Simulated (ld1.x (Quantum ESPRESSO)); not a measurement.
What one change does to a pseudopotential (Te, TM semilocal)

| Quantity | Value |
| --- | --- |
| Element | tellurium (Te) |
| Generator | ld1.x (Quantum ESPRESSO) 7.5 |
| Type | norm-conserving Troullier–Martins (semilocal form) |
| Functional | PBEsol |
| Relativity | scalar-relativistic |
| Frozen core | [Kr] |
| Valence charge | 16 |
| Reference configuration | 4d10 5s1.75 5p4.25 |
| Partial waves | 5p (bound): rc 1.65 bohr; 4d (bound): rc 0.85 bohr; 4f channel at 0.35 Ry: rc 1.80 bohr; 5s (bound): rc 1.35 bohr |
| Local potential | the s channel |
| Core correction | none |

All-electron outer shells of the reference configuration (PBEsol, scalar-relativistic, ld1.x):

```tsv
shell	level (eV)	outermost node (bohr)	outermost maximum (bohr)
4s	-164.51	0.38	0.70
4p	-114.59	0.38	0.74
4d	-41.93	0.36	0.81
5s	-15.34	0.91	1.80
5p	-6.11	1.00	2.17
```

Change: all radii scaled by about 1.35 (s 1.82, p 2.22, d 1.14, f 2.42 bohr).

Cutoffs: the cutoffs (Ry, on a coarse ladder) from which the occupation-weighted sum of valence levels, in a spherical-Bessel basis at the reference potential, stays within 10 and 1 mRy of its value at 400 Ry; they do not see the model core or the augmentation charge, which bear on the density cutoff. Errors are all-electron minus pseudo energies relative to the spin-unpolarised reference configuration.

Predict the effect on cutoff, ghosts and configuration errors.

The potential gets softer (160 Ry and 300 Ry → 110 Ry and 180 Ry); of the 7 tests that both files solve, the error grows in 2 and shrinks in 5 by more than 15 % and 0.3 meV (median size 1.6 → 1.0 meV); neither file shows a bound ghost. A larger radius leaves more room for a smooth pseudo-wave, so fewer plane waves are needed. A semilocal file is local in each channel, so a ghost entry of none says nothing of the separable form that plane-wave codes build from it.

```csv
quantity,base,changed
"cutoff, loose",160 Ry,110 Ry
"cutoff, tight",300 Ry,180 Ry
loose cutoff by channel (10 mRy a level),"p 35 Ry, d 110 Ry, s 45 Ry","p 12 Ry, d 90 Ry, s 21 Ry"
bound ghosts,none,none
"error for 4d10 5s2 5p4, meV [ΔE -2.30 eV]",+0.6,+0.2
"error for 4d10 5s2 5p3, meV [ΔE 7.45 eV]",+0.6,-1.9
"error for 4d10 5s2 5p2, meV [ΔE 25.42 eV]",+11,-2.4
"error for 4d10 5s2 5p4.3, meV [ΔE -3.77 eV]",+1.6,+0.8
"error for 4d10 5s1 5p4, meV [ΔE 17.32 eV]",+12,+2.0
"error for 4d10 5s2 5p3.5, meV [ΔE 1.60 eV]",-0.3,-1.0
"error for 4d10 5s2 5p1, meV [ΔE 52.38 eV]",+38,-1.0
```
